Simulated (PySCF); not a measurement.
[Yb(SH)2]+ at several levels of theory

Computed with PySCF 2.14.0 (density fitting, no spin-orbit coupling) at the geometry relaxed with PBE0:

```xyz
5
[Yb(SH)2]+ (singlet in the valence; each metal's 4f electrons, 13 of them, lie in its core potential, out of spins and levels)
Yb    0.0000    0.0000   -0.7105
S     1.8618   -0.0696    0.8579
H     2.8420   -0.2430   -0.0678
S    -1.8618    0.0696    0.8579
H    -2.8420    0.2430   -0.0678
```

```csv
level,basis,state,HOMO (eV),gap (eV),charge on Yb1 (e),population of f-type functions on Yb1 (polarisation alone where 4f lies in the core),dipole about the centre of mass (D),largest force component (eV/Å)
PBE0,"Yb lcecp-1-SVP with ECP59, S def2-SVP, H def2-SVP",singlet,-12.24,4.47,1.07,0.02,7.10,0.01
TPSSh,the same,singlet,-11.65,3.66,1.09,0.02,7.04,0.25
PBE0,"Yb lcecp-1-TZVP with ECP59, S def2-TZVP, H def2-TZVP",singlet,-12.17,4.49,1.38,0.02,6.75,0.19
```

In the lcecp rows the 4f levels are missing from HOMO and gap, and the state counts the valence alone.

Charges are Mulliken's, which hang on the basis. The relaxation used the grid (50, 194), these runs (75, 302) or, all-electron (x2c bases, spin-free X2C Hamiltonian), (99, 590).

Task: What does BP86 with Yb lcecp-1-SVP with ECP59, S def2-SVP, H def2-SVP give here?

Result: state singlet, HOMO (eV) -11.25, gap (eV) 2.85, charge on Yb1 (e) 0.94, population of f-type functions on Yb1 (polarisation alone where 4f lies in the core) 0.02, dipole about the centre of mass (D) 6.36, largest force component (eV/Å) 0.38. Time: 3.3 s on 2 threads of Arm Neoverse V1 (shared host), from an already converged density.

In the first row's basis the gap widens with exact exchange: 2.8 eV for BP86 (none); 3.7 to 4.5 eV for TPSSh, PBE0 (a fixed share).

An lcecp potential fixes the number of 4f electrons, so in runs with it no electron can move into or out of that shell.
